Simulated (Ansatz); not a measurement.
An input meant for ZrAl6⁺ (charge 1, doublet).

```yaml
crystal:
  periodic: [false, false, false]
  atoms:
    - {symbol: Zr, position_ang: [-0.899477, 2.021592, -0.841364]}
    - {symbol: Al, position_ang: [1.593161, 1.108284, -0.027725]}
    - {symbol: Al, position_ang: [1.329378, -0.955370, 1.590889]}
    - {symbol: Al, position_ang: [0.105241, -2.266887, -0.249911]}
    - {symbol: Al, position_ang: [0.343556, -0.224801, -1.898558]}
    - {symbol: Al, position_ang: [-0.612175, 0.826367, 1.648141]}
    - {symbol: Al, position_ang: [-1.859683, -0.509185, -0.221462]}
basis:
  gaussian: {orbitals: ANO-RCC-VTZP}
total_charge: 1
magnetization: {spin_polarized: true, initial_magnetization: 1}
hamiltonian: {xc: {name: HF}}
correlation: {method: mp2, frozen_orbitals: {Zr: 9}}
scf: {lower_state_search: full}
```

```sh
$ ansatz run in.yaml --threads 4 --pin off --events-out ev --progress --plain --max-ram 4787MiB
```

It prints (some lines left out):

```
Functional definition: HF
Error: "frozen_orbitals" has no count for Al
```

(1) Something in this input is off. What?

Results:

(1) Frozen orbitals are typed for one element alone, and the program wants a count for each (the count typed has to fit that element's core, too). The input was rejected before any iteration.
